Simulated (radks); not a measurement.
Q: Numerical settings for the holmium ion Ho+, [Xe] 4f11 6s1. Method: Dirac Kohn-Sham, LDA (Slater exchange, Perdew-Wang correlation), spin-unpolarised, spherical densities, point nucleus; open shells fill j = l - 1/2 first; computed with a radial shooting solver on a logarithmic mesh with Libxc functionals. The defaults (mesh step 0.008 in ln r, mesh end at 40 bohr or more with all orbitals vanishing there, Anderson mixing 0.5 over 9 steps, residual threshold near 1e-9 with the energy settled to 1e-9 hartree or 1e-11 of itself, here a cap of 51 iterations) give E = -12620.1686 hartree and 6s1/2 at -9.218 eV in 17 iterations. Run on one thread of a shared host, so times are rough (Intel(R) Xeon(R) Platinum 8488C): 0.35 s of CPU time, 0.35 s wall, 17 iterations on 2648 mesh points. One setting is changed at a time: mesh step in ln r 0.08; mesh step in ln r 0.05; mesh step in ln r 0.02; mesh end (bohr) 400; mesh end (bohr) 1; residual threshold 0.01; residual threshold 1e-05; mixing 0.01; linear mixing, mixing 0.05; linear mixing, mixing 0.5; mixing history 20; iteration cap 2. Which runs fail to converge, and which converge to a wrong energy?

A: Not converged within the cap: mesh step in ln r 0.08; linear mixing, mixing 0.05; linear mixing, mixing 0.5; iteration cap 2. Settled on a wrong energy, with an occupied level pushed above zero by the early mesh end: mesh end (bohr) 1 (+270 hartree). Apart from these: no run marked as converged misses the energy by more than 1 mhartree.
